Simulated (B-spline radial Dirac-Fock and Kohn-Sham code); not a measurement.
**Atomic SCF run for Mg**

ΔSCF core binding energies without Breit or QED terms, calculated with a radial B-spline solver. Keys: rel is the Hamiltonian (dirac, or spin-free x2c and nr, where L3 and M5 stand for the whole 2p and 3d shells), method is hf or an exchange,correlation pair (spin-unpolarised, also for the hole states), nuc the nuclear model, radius_factor scales its radius, rmax is the box in bohr, h the logarithmic mesh step, order the B-spline order, points the quadrature points per cell, c_factor scales the speed of light, and damp, ndamp, maxit and tol steer the iteration. The run stops when the commutator error falls below 10·tol·max(1, Z/10), or the numerical noise floor, and the energy has settled to about 1e-8 Ha; the virial ratio is −V/T.

Input (task.json):

```json
{"items": [{"Z": 12, "q": 0, "cfg": [[1, 0, 2], [2, 0, 2], [2, 1, 6], [3, 0, 2]], "A": 24, "rrms": 3.057, "do": "settings", "holes": ["K", "L3", "M5"],
  "settings": [{"rel": "dirac", "method": "hf", "nuc": "fermi", "radius_factor": 1.0, "rmax": 45.0, "h": 0.3, "order": 8, "points": 2, "c_factor": 1.0, "maxit": 84, "damp": 0.5, "ndamp": 3, "tol": 1e-08}]}]}
```

Command: `python xray2_run.py task.json out`

Ground-state iterations:

```
iter   energy (Ha)        error
   1     -199.64989225  4.68e-01
   2     -199.90961496  5.06e-02
   3     -199.92994600  1.72e-02
   4     -199.93261039  5.92e-03
   5     -199.93314886  2.22e-03
   6     -199.93320514  3.52e-04
   7     -199.93321287  7.60e-05
   8     -199.93321324  5.14e-06
   9     -199.93321324  5.22e-07
```

The ground state converged in 9 iterations, with total energy -199.93321 Ha, virial ratio 1.99679 and highest orbital energy -6.90 eV. ΔSCF binding energies: K (1s) 1311.7 eV, L3 (2p3/2) 56.29 eV. Holes are computed only in closed shells, and unreliable hole states are left out.

Question: One setting is unsound. Which, and why?

Answer: points is too small to integrate the splines. With the default settings (Dirac Hartree-Fock): The ground state converged in 10 iterations, with total energy -199.93506 Ha, virial ratio 1.99679 and highest orbital energy -6.90 eV. ΔSCF binding energies: K (1s) 1311.7 eV, L3 (2p3/2) 56.31 eV. Holes are computed only in closed shells, and unreliable hole states are left out.
